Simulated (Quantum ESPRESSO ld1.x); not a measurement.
Task: The mean radii <r> (bohr) of the occupied orbitals of an atom or ion are listed with their occupations. Method: scalar-relativistic Kohn-Sham, LDA (Slater exchange, Perdew-Wang correlation), spin-polarised, spherical densities, point nucleus; computed with ld1.x of Quantum ESPRESSO 7.5.

| orbital | occ. | <r> |
|---|---|---|
| 1s down | 1 | 0.02192 |
| 1s up | 1 | 0.02192 |
| 2s up | 1 | 0.09334 |
| 2s down | 1 | 0.09334 |
| 2p up | 3 | 0.08239 |
| 2p down | 3 | 0.08239 |
| 3s up | 1 | 0.2448 |
| 3s down | 1 | 0.2446 |
| 3p up | 3 | 0.2433 |
| 3p down | 3 | 0.2431 |
| 3d up | 5 | 0.2214 |
| 3d down | 5 | 0.2211 |
| 4s up | 1 | 0.5533 |
| 4s down | 1 | 0.5534 |
| 4p up | 3 | 0.5856 |
| 4p down | 3 | 0.5860 |
| 4d up | 5 | 0.6362 |
| 4d down | 5 | 0.6376 |
| 5s up | 1 | 1.315 |
| 5s down | 1 | 1.335 |
| 5p up | 3 | 1.516 |
| 5p down | 3 | 1.548 |
| 4f up | 7 | 0.8396 |

Name the element and its charge. Open shells, if any, are filled with parallel spins first.

Result: Z = 64, gadolinium, charge +3: Gd3+ in [Xe] 4f7. The 1s radius gives Z: for a bare nucleus <r> = (2 gamma + 1)/(2Z) with gamma = sqrt(1 - (Z/c)^2), 0.02163 bohr for Z = 64, and screening makes it slightly larger (0.02192 here). The occupations add up to 61, and the charge is Z minus that.
